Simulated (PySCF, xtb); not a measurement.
ClF₃HNW, SMILES [NH]=[W]([F])([F])([F])[Cl], multiplicity 1.

xtb with GFN2-xTB at its own geometry gives an orbital gap of 2.76 eV and a dipole moment of 0.95 D.

Geometry optimised at B3LYP-D3(BJ)/def2-SVP. The spin state was assumed, not searched. The structure was generated by enumeration; whether it is a known compound was not checked. The def2 effective core potentials stand for the cores of W; spin–orbit coupling is left out.

What does B3LYP/def2-TZVP (PySCF) give? (An estimate is asked for; the answer gives what the named calculation found.)

gap 5.16 eV (levels -9.19 and -4.03 eV), dipole 2.66 D.
